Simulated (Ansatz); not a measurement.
Start from `[OH][In]([Cl])[O][SiH3]` and change one element to get `OB(Cl)O[SiH3]`.

Ansatz, PBE0-D4/def2-TZVP geometries, multiplicity 1. Each molecule was computed in one conformer, which needn't be the lowest.

Elements past krypton have def2 core potentials.

| property | `[OH][In]([Cl])[O][SiH3]` |
| --- | --- |
| HOMO energy (B3LYP/def2-TZVPP) / eV | -8.50 |
| zero-point energy (PBE0-D4/def2-TZVP) / kJ/mol | 113.5 |
| HOMO energy (ωB97M-V/def2-TZVPP) / eV | -11.04 |
| LUMO energy (B3LYP/def2-TZVPP) / eV | -2.79 |
| HOMO–LUMO gap (ωB97M-V/def2-TZVPP) / eV | 10.51 |
| HOMO–LUMO gap (B3LYP/def2-TZVPP) / eV | 5.72 |

(1) Give the same properties after the change, and the shifts. (An estimate is asked.)

Results:

(1) Computed: 
```csv
property,`OB(Cl)O[SiH3]`,shift
HOMO energy (B3LYP/def2-TZVPP) / eV,-8.81,-0.31
zero-point energy (PBE0-D4/def2-TZVP) / kJ/mol,133.6,20.1
HOMO energy (ωB97M-V/def2-TZVPP) / eV,-11.43,-0.39
LUMO energy (B3LYP/def2-TZVPP) / eV,-0.23,2.56
HOMO–LUMO gap (ωB97M-V/def2-TZVPP) / eV,13.03,2.52
HOMO–LUMO gap (B3LYP/def2-TZVPP) / eV,8.58,2.86
```

With PBE0 the HOMO falls by 0.39 eV and the LUMO rises by 2.48 eV, so the gap widens by about 2.87 eV. PBE moves the HOMO by -0.36 eV and ωB97M-V by -0.39 eV.

B3LYP here is the variant with VWN-RPA as its local correlation; programs differ in this.
